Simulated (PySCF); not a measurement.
Computed with PBE0 in PySCF with As def2-SVP, F def2-SVP; no relativity; density-fitted integrals. Open shells, if any, are unrestricted.

Question: What shape and geometry does isolated singlet AsF₅ take (every ligand bound to As)?

Answer: Counting electrons, arsenic keeps none of its valence electrons outside its bonds, so the VSEPR class is AX5 and the expected shape is trigonal bipyramidal (D3h), as computed. The lowest minimum found is a singlet of D3h symmetry with As–F 1.693 Å (×3), As–F 1.712 Å (×2); F–As–F 90.0° (×6), F–As–F 120.0° (×3), F–As–F 180.0°. Its harmonic wavenumbers are 113 (e'), 353 (e'), 369 (e''), 387 (a2''), 662 (a1'), 722 (a1'), 801 (a2''), 811 (e') cm⁻¹ and its dipole moment is 0.00 D.
